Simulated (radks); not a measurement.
Neutral iron inside a hard spherical wall (all orbitals vanish at R), configuration held at [Ar] 3d6 4s2 and not refilled when levels cross. Method: non-relativistic Kohn-Sham, PBEsol, spin-polarised, spherical densities, point nucleus; open shells are filled with parallel spins first; computed with a radial shooting solver on a logarithmic mesh with Libxc functionals. Eigenvalues in eV for spin up, with the zero of energy where the potential of the charges vanishes at infinity; a dash marks a level that is unbound or too diffuse for the functional's potential to be trusted. A positive occupied level is held by the wall or, in an anion where self-interaction has pushed it up, behind a barrier. The pressure on the wall is -dE/dV.

R (bohr)  E (hartree)  kinetic (hartree)    e(3s)    e(3p)   e(3d)   e(4s)  e(4p, empty)  e(5s, empty)  pressure (GPa)
free      -1262.26592           1261.156  -93.228  -61.033  -9.201  -5.549        -1.454             -               0
20        -1262.26592           1261.156  -93.228  -61.033  -9.201  -5.549        -1.454             -        < 0.0001
15        -1262.26592           1261.156  -93.228  -61.033  -9.201  -5.548        -1.451         0.317        < 0.0001
12        -1262.26589           1261.156  -93.224  -61.029  -9.197  -5.545        -1.431         0.805        0.000602
7         -1262.25548           1261.226  -92.753  -60.559  -8.738  -5.132        -0.571         6.382           0.568
5         -1262.16180           1261.658  -90.801  -58.614  -6.875  -2.992         2.738        20.021            11.5
4         -1261.91112           1262.604  -87.722  -55.572  -3.957   1.302         8.569        40.477            66.7
3.5       -1261.57699           1263.759  -84.749  -52.653  -1.091   6.273        14.883        60.728             181
3         -1260.84842           1266.160  -79.823  -47.827   3.839  16.064        26.707        95.876             560
2.5       -1259.07215           1271.856  -71.089  -39.192  13.181  37.443        51.115        162.33            2090
1.5       -1235.04272           1342.139   -6.301   28.572  88.410  251.92        269.45        667.03           75200
